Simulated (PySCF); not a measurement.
Method: PySCF with PBE0-D3(BJ)/def2-TZVP. Isolated molecules, 0 K electronic values unless said otherwise. 

Reference species (SMILES): `Cl[Si]Cl` (lower singlet) (neutral, multiplicity 1).

| Quantity | Value |
|---|---|
| dipole moment | 0.87 D |

Changed species: `C#C[Si]Cl` (lower singlet) (X = ethynyl, multiplicity 1; the reference has X = chloro, multiplicity 1).

Problem. Give the shifts of the dipole moment.

Solution. the dipole moment rises by 0.99 D, to 1.86 D.
